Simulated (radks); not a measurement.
Problem. The mean radii <r> (bohr) of the occupied orbitals of an atom or ion are listed with their occupations. Calculated with a radial shooting solver on a logarithmic mesh with Libxc functionals: Dirac Kohn-Sham, PW91, spin-unpolarised, spherical densities, point nucleus.

orbital  occ.      <r>
1s1/2       2  0.02111
2s1/2       2  0.08922
2p1/2       2  0.07437
2p3/2       4  0.08143
3s1/2       2   0.2341
3p1/2       2   0.2238
3p3/2       4   0.2372
3d3/2       4   0.2097
3d5/2       6   0.2138
4s1/2       2   0.5286
4p1/2       2   0.5387
4p3/2       4   0.5687
4d3/2       4   0.5988
4d5/2       6   0.6093
5s1/2       2    1.247
5p1/2       2    1.370
5p3/2       4    1.450
4f5/2       6   0.7582
4f7/2       2   0.7672

Name the element and its charge. Open shells, if any, fill j = l - 1/2 first.

Solution. Z = 66, dysprosium, charge +4: Dy4+ in [Xe] 4f8. The 1s radius gives Z: for a bare nucleus <r> = (2 gamma + 1)/(2Z) with gamma = sqrt(1 - (Z/c)^2), 0.02085 bohr for Z = 66, and screening makes it slightly larger (0.02111 here). The occupations add up to 62, and the charge is Z minus that.
